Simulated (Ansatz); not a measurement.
Consider the formal exchange of groups at a Ge–N bond: `C[N]([SiH3])[GeH3]` + `CCC` → `C[CH](C)[GeH3]` + `CN[SiH3]`.

Isolated molecules relaxed with PBE0-D4/def2-TZVP in Ansatz; ΔE leaves out vibrations. CCSD(T)/CBS adds triple-zeta CCSD(T) − MP2 to the extrapolated MP2 energy (def2 sets, frozen cores). DFT in def2-TZVPP. For Ge outer-core shells are correlated without core-valence functions, which leaves a few kJ/mol of doubt a bond. Scalar relativity is left out up to krypton.

CCSD(T)/CBS gives +0.29 eV.

(1) Another level gave +0.32 eV. Which?
A. LDA (SPW92)/def2-TZVPP
B. CAM-B3LYP/def2-TZVPP
C. BHLYP-D4/def2-TZVPP
D. HF/def2-TZVPP

Largest T1 diagnostic among the species: 0.011.

Answers

(1) B. CAM-B3LYP 0.32, LDA (SPW92) 0.23, BHLYP-D4 0.36, HF/def2-TZVPP 0.41 eV.

At CCSD(T), def2-SVP lies +0.11 eV from the extrapolated value and def2-TZVPP +0.03 eV. In def2-TZVPP, CCSD(T) changes the Hartree–Fock value by −0.08 eV (the triples alone add −0.00 eV) and MP2 by −0.08 eV.
